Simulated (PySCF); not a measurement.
**Shapes and spin states of ReN₂⁻**

All numbers come from PBE0 in PySCF with Re def2-SVPD with ECP60, N def2-SVPD; scalar-relativistic core potentials, no spin–orbit coupling; density-fitted integrals.

Relaxations began from a few typed shapes and spin states; open shells are unrestricted. The search is not exhaustive: other isomers or separated fragments can lie lower, and high-lying points may rest on an excited occupation.

```csv
spin,group,bonds,angles,imaginary modes (cm⁻¹),ΔE (kJ/mol),ΔE with ZPE (kJ/mol)
singlet,C2v,Re–N 1.684 Å (×2),N–Re–N 103.9°,none,0.0,0.0
triplet,C2v,Re–N 1.701 Å (×2),N–Re–N 108.6°,none,60.4,59.2
broken-symmetry Ms = 0 (⟨S²⟩ 1.00),C∞v,"N–N 1.155 Å, Re–N 1.803 Å",N–N–Re 180.0°,none,99.8,105.0
triplet (⟨S²⟩ 2.22),C2v,"N–N 1.249 Å, Re–N 1.911 Å (×2)","N–N–Re 70.9° (×2), N–Re–N 38.1°",none,131.3,131.5
broken-symmetry Ms = 1 (⟨S²⟩ 3.09),C2v,Re–N 1.741 Å (×2),N–Re–N 122.0°,none,137.0,133.3
"singlet (closed shell, unstable to spin polarisation)",C∞v,"N–N 1.154 Å, Re–N 1.803 Å",N–N–Re 180.0°,none,164.9,170.0
broken-symmetry Ms = 1 (⟨S²⟩ 3.14),D∞h,Re–N 1.782 Å (×2),N–Re–N 180.0°,"262i, 262i",224.2,–
"singlet (closed shell, unstable to spin polarisation)",C2v,"N–N 1.207 Å, Re–N 1.984 Å (×2)","N–N–Re 72.3° (×2), N–Re–N 35.4°",none,265.5,265.7
```

The lowest minimum found is the singlet C2v: Re–N 1.684 Å (×2); N–Re–N 103.9°.

Formally Re is in oxidation state +5, d2, with 0 unpaired electrons (the high-spin count would be 2). The polar-tensor charge on Re, 0.18, is far below the formal one.

For the lowest minimum: the lowest empty level of this anion is unbound, so it and the gap depend on the basis. Spin–orbit coupling, left out here, can matter for elements this heavy.

The electron or spin density has lower symmetry than the nuclear frame for the broken-symmetry Ms = 0 (⟨S²⟩ 1.00) C∞v at 99.8 kJ/mol.
